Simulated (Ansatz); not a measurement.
`CN(C)[Si]Br` + HCl → `CN(C)[Si]Cl` + HBr at 400 K and 1 bar (ligand exchange at the Si–Br bond).

Program: Ansatz. Geometries: PBE0-D4/def2-TZVP. ΔE: electronic, gas phase. CCSD(T)/CBS is the MP2 limit (def2-TZVPP, def2-QZVPP) plus CCSD(T) − MP2 in def2-TZVPP, frozen cores. This one scheme is used for every species. For Br outer-core shells are correlated without core-valence functions, which leaves a few kJ/mol of doubt a bond. Scalar relativity is left out up to krypton. Each species was taken in one conformer, which may not be the lowest.

| species | CCSD(T)/CBS energy (Eh) | H − E (kJ/mol) | S (J/(mol·K)) |
| --- | --- | --- | --- |
| `CN(C)[Si]Br` | -2996.85389 | 253.5 | 386.5 |
| HCl | -460.38127 | 29.6 | 195.4 |
| `CN(C)[Si]Cl` | -883.31525 | 253.9 | 374.3 |
| HBr | -2573.91920 | 27.6 | 207.2 |

H − E and S are ideal-gas, rigid-rotor, harmonic terms from PBE0-D4/def2-TZVP, for one conformer and one mirror image of each species. 1 Eh = 2625.50 kJ/mol, R = 8.31446 J/(mol·K).

Question: By hand: ΔE, ΔH, ΔS and ΔG.

Answer: ΔE = (-883.31525) + (-2573.91920) − (-2996.85389) − (-460.38127) = 0.00071 Eh = 1.9 kJ/mol. Δ(H − E) = 253.9 + 27.6 − 253.5 − 29.6 = -1.6, so ΔH = 0.3 kJ/mol. ΔS = 374.3 + 207.2 − 386.5 − 195.4 = -0.4 J/(mol·K). ΔG = 0.3 − 400 × (-0.4)/1000 = 0.5 kJ/mol.

Question: By hand: the equilibrium constant, and the temperature at which ΔG would vanish if ΔH and ΔS stayed fixed.

Answer: log₁₀ K = −ΔG/(RT ln 10) = -0.1. ΔH and −TΔS have one sign here, so there is no such temperature. One of them is within its doubt of zero, so this could turn.

TΔS isn't small against ΔH here. The sign of ΔG lies within the doubt. A doubt of 5 kJ/mol in ΔE shifts log₁₀ K by 0.7 here. Other conformers and mirror images would add mixing entropy, several J/(mol·K) or more a flexible species. These are equilibria of isolated gas molecules and say nothing of rates. Largest T1 diagnostic: 0.013 (customary marks: 0.02 for closed shells, 0.045 for open ones).
